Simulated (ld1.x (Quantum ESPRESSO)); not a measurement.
# Pseudopotential generation for promethium: TM, BLYP, fully relativistic.

| Item | Value |
| --- | --- |
| Element | promethium |
| Generator | ld1.x (Quantum ESPRESSO) 7.5 |
| Type | norm-conserving Troullier–Martins (Kleinman–Bylander form) |
| Functional | BLYP |
| Relativity | fully relativistic |
| Frozen core | [Xe] |
| Valence charge | 7 |
| Reference configuration | 4f5 5d0 6s2 6p0 |
| Partial waves | 6p (bound, empty): rc 4.20 bohr; 5d (bound, empty): rc 3.15 bohr; 4f (bound): rc 1.15 bohr; 6s (bound): rc 3.55 bohr |
| Local potential | the s channel |
| Core correction | a·sin(br)/r model core inside 0.95 bohr |

Open shells are filled in proportion to 2j + 1 (rel_dist='average').

All-electron outer shells of the reference configuration (BLYP, scalar-relativistic, ld1.x):

```tsv
shell	level (eV)	outermost node (bohr)	outermost maximum (bohr)
5s	-41.63	0.70	1.29
5p	-22.42	0.75	1.46
6s	-3.41	1.74	3.68
4f	-1.92	–	0.64
5d	-1.65	0.86	2.23
6p	-1.07	2.10	5.09
```

Results:

| Item | Value |
| --- | --- |
| Cutoffs needed | 260 Ry and 300 Ry (the cutoffs (Ry, on a coarse ladder) from which the occupation-weighted sum of valence levels, in a spherical-Bessel basis at the reference potential, stays within 10 and 1 mRy of its value at 400 Ry) |
| Ghost test | no extra level below or beside the all-electron valence levels (p1/2, p3/2, d3/2, d5/2, f5/2, f7/2, s tested) (spherical-Bessel basis up to 400 Ry, 20 bohr box) |
| Configuration tests | 1 of 7 tests not solved or not reliable; not counted: 4f6 5d0 6s0 6p0 (solver errors, printed error -378 eV) |

Generation and tests took about 3.1 s on one core of a shared server CPU.
